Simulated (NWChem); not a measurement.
Species: SiHSeCl2F; SMILES F[Si](Cl)(Cl)[SeH]

```xyz
6

F      0.0490     0.8179     1.8537
Si    -0.0024     0.4972     0.2834
Cl     1.5795     1.5122    -0.5458
Cl    -1.7725     1.2200    -0.4551
Se     0.0433    -1.7323    -0.1203
H      1.4017    -1.8720     0.4558
```
Atoms are numbered in this order, from 1.

Program: NWChem. Structure relaxed at the B3LYP/6-31G* (spherical d) level. B3LYP is NWChem's, with the RPA form of VWN correlation. Vertical excitations in the gas phase.

Question: Predict the results for B3LYP/def2-SVP, TDA. Quantities: lowest excitation, singlet (eV); oscillator strength of that lowest state; orbital gap (eV).

Answer: 
- lowest excitation, singlet (eV) = 5.41
- oscillator strength of that lowest state = 0.005
- orbital gap (eV) = 6.66
